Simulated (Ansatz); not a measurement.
Reactions of C$_{2}$H$_{5}$BrSi, SMILES `CC[Si]Br`.

Isolated molecules relaxed with PBE0-D4/def2-TZVP in Ansatz; ΔE leaves out vibrations. CBS: MP2 limit from def2 TZ/QZ plus the TZ coupled-cluster correction, frozen cores. This one scheme is used for every species. DFT in def2-TZVPP. Elements past krypton have def2 core potentials. For Br, In outer-core shells are correlated without core-valence functions, which leaves a few kJ/mol of doubt a bond. Scalar relativity is left out up to krypton. One conformer a species, not always the lowest.

```csv
reaction,CCSD/CBS(def2) (eV),ωB97M-V (eV)
`CC[Si]Br` → `[SiH]Br` + ethylene,1.51,1.59
`CC[Si]Br` + `[CH3][In]([SH])[Cl]` → `CC[Si]S` + `[CH3][In]([Cl])[Br]`,-0.18,-0.16
`CC[Si]Br` + `FB(F)Br` → `CC[Si]F` + `FB(Br)Br`,0.44,0.45
`CC[Si]Br` + H–F → `CC[Si]F` + HBr,-0.29,-0.35
`CC[Si]Br` + H₂O → `CC[Si]O` + HBr,0.05,-0.01
```

(1) Give the CCSD(T)/CBS values in the same order. (Best estimate.)

Largest T1 diagnostic: 0.013, for `CC[Si]S`.

Results:

(1) The calculation gave: 1.54, -0.17, 0.44, -0.26, 0.06 eV.
